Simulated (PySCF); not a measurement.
Computed IR spectrum (relative IR intensity) of a molecule FH6NOSi2. Geometry optimised at PBE-D3(BJ)/def2-SVP. Other conformers were not sampled. All values below come from PBE-D3(BJ)/def2-SVP in PySCF 2.14.0. Frequencies are harmonic and unscaled.

Lines under 2 % of the strongest are left out, and lines within 2 cm⁻¹ are merged.

ν (cm⁻¹): 142 (vw), 244 (m), 277 (m), 295 (vw), 394 (w), 403 (m), 430 (m), 471 (w), 656 (w), 695 (w), 768 (s), 781 (m), 795 (m), 850 (s), 877 (s), 903 (vs), 950 (m), 1496 (w), 2146 (m), 2161 (m), 2190 (s), 3480 (w), 3576 (w), 3690 (m) (against the strongest line: vs over 80 %, s over 45 %, m over 15 %, w over 4 %, vw less)

### Question
Pick the molecule that these values belong to.
(A) N[Si@@H](F)O[SiH3]
(B) N[Si@@H](O)[SiH2]F
(C) O[SiH2]N[SiH2]F
(D) O[Si@H](F)N[SiH3]

### Answer
B, N[Si@@H](O)[SiH2]F
